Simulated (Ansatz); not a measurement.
Reaction (SMILES): Br (HBr) → Br atom + H atom
B3LYP-D3(BJ)/def2-TZVP geometries, fixed; electronic energies without zero-point terms.
Largest species:
```
Br
H 1 1.4248
```

Basis-set convergence of the bond dissociation energy at wB97M-V with Ansatz (a quantum-chemistry and plane-wave program). Cartesian d functions, on some or all atoms, in 3-21G, 6-31G, 6-31G*, 6-31G**; all else is spherical. The program fits the integrals of some runs and decomposes those of others, by size. Open shells are unrestricted. The functional holds VV10 correlation; no added dispersion term, no relativity. Functions are those of the species that has most. Reference: the value in aug-cc-pV5Z, 92.03 kcal/mol, itself unsure by roughly 0.04 kcal/mol (its mean distance from pcseg-4, aug-pcseg-3, aug-cc-pVQZ). Deviations are taken from unrounded values.

```
basis        functions
-----------  ---------
STO-3G              19
3-21G               25
6-31G               31
cc-pVDZ             32
6-31G*              37
6-31G**             40
aug-pcseg-1         45
6-311G**            50
cc-pVTZ             57
aug-pcseg-2         82
cc-pVQZ             98
aug-pcseg-3        142
cc-pV5Z            159
```

Q: Which is the smallest set listed that can be trusted to 0.5 kcal/mol here, that is, within that of the reference together with its larger relatives (same family, alike in diffuse functions; a set with none to test it counts only in the reference's own line)?

A: The smallest set listed that lies within 0.5 kcal/mol of the reference with all its larger relatives (same family, alike in diffuse functions; a set with none counts only in the reference's own line) is cc-pVDZ (32 functions, -0.39 kcal/mol off). Inside the window by cancellation, since a larger relative falls out: 6-31G**. Value minus reference: STO-3G 19.24, 3-21G -8.94, 6-31G -9.99, cc-pVDZ -0.39, 6-31G* -2.70, 6-31G** -0.33, aug-pcseg-1 -0.97, 6-311G** -1.19, cc-pVTZ -0.16, aug-pcseg-2 -0.15, cc-pVQZ 0.01, aug-pcseg-3 -0.05, cc-pV5Z -0.03 kcal/mol.
